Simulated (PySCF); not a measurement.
**O (oxygen, neutral) across methods**

[He] 2s1 2p5, high-spin 3P determinant (an excited configuration). All numbers are calculated (PySCF 2.14, no relativity, point nucleus, in aug-cc-pVQZ with one added diffuse shell each of s, p, d, f, g type (7s6p5d4f3g, 105 functions)).

```json
{"method": "r2SCAN0", "E (hartree)": "-74.4882", "mean ε 2s α (eV)": "-30.865", "mean ε 2p α (eV)": "-13.731", "mean ε 2p β (eV)": "-9.285", "Σ⟨r²⟩ (bohr²)": "12.01", "⟨S²⟩": "2.018"}
{"method": "LDA", "E (hartree)": "-74.0040", "mean ε 2s α (eV)": "-25.675", "mean ε 2p α (eV)": "-10.971", "mean ε 2p β (eV)": "-7.869", "Σ⟨r²⟩ (bohr²)": "12.29", "⟨S²⟩": "2.009"}
{"method": "BHandHLYP", "E (hartree)": "-74.5020", "mean ε 2s α (eV)": "-33.005", "mean ε 2p α (eV)": "-15.374", "mean ε 2p β (eV)": "-10.654", "Σ⟨r²⟩ (bohr²)": "12.05", "⟨S²⟩": "2.017"}
{"method": "UHF", "E (hartree)": "-74.19828", "mean ε 2s α (eV)": "-40.169", "mean ε 2p α (eV)": "-19.851", "mean ε 2p β (eV)": "-12.138", "Σ⟨r²⟩ (bohr²)": "12.11", "⟨S²⟩": "2.042"}
{"method": "PBE0", "E (hartree)": "-74.4649", "mean ε 2s α (eV)": "-29.559", "mean ε 2p α (eV)": "-13.144", "mean ε 2p β (eV)": "-9.213", "Σ⟨r²⟩ (bohr²)": "12.09", "⟨S²⟩": "2.012"}
{"method": "revPBE", "E (hartree)": "-74.5404", "mean ε 2s α (eV)": "-25.986", "mean ε 2p α (eV)": "-10.801", "mean ε 2p β (eV)": "-7.759", "Σ⟨r²⟩ (bohr²)": "12.24", "⟨S²⟩": "2.009"}
{"method": "r2SCAN", "E (hartree)": "-74.5052", "mean ε 2s α (eV)": "-27.786", "mean ε 2p α (eV)": "-11.600", "mean ε 2p β (eV)": "-7.910", "Σ⟨r²⟩ (bohr²)": "12.07", "⟨S²⟩": "2.015"}
{"method": "PBE", "E (hartree)": "-74.4804", "mean ε 2s α (eV)": "-25.939", "mean ε 2p α (eV)": "-10.838", "mean ε 2p β (eV)": "-7.802", "Σ⟨r²⟩ (bohr²)": "12.24", "⟨S²⟩": "2.008"}
```

Problem. Estimate the same row for PBEsol.

Solution. E (hartree) = -74.2279; mean ε 2s α (eV) = -25.788; mean ε 2p α (eV) = -10.803; mean ε 2p β (eV) = -7.692; Σ⟨r²⟩ (bohr²) = 12.26; ⟨S²⟩ = 2.009.
